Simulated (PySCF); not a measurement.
Diatomics of Y with the halogens

MP2 with triple-zeta basis sets in PySCF, for the lowest determinant that a PBE0 search found; no spin–orbit coupling. De refers to high-spin ground-configuration atoms.

| M | basis | reference, frozen orbitals | state (unpaired electrons) | Re (Å) | ωe (cm⁻¹) | De (eV) |
| --- | --- | --- | --- | --- | --- | --- |
| F | def2-TZVPP | RHF, 1 | singlet (closed shell) | 1.938 | 630 | n/a |
| Cl | def2-TZVPP | RHF, 5 | singlet (closed shell) | 2.395 | 379 | n/a |
| Br | def2-TZVPP | RHF, 9 | singlet (closed shell) | 2.552 | 269 | n/a |
| I | def2-TZVPP | RHF, 4 | singlet (closed shell) | 2.772 | 215 | n/a |

The shortest bond is that of YF (1.938 Å), the longest that of YI (2.772 Å).

Down a group the atoms grow and get heavier, so bonds lengthen and wavenumbers fall; this series shows no clear exception.

Correlated steps freeze the inner cores (1 to 9 orbitals); shallow outer-core shells are correlated. Spin–orbit coupling is left out, which matters for elements this heavy, above all for dissociation energies.
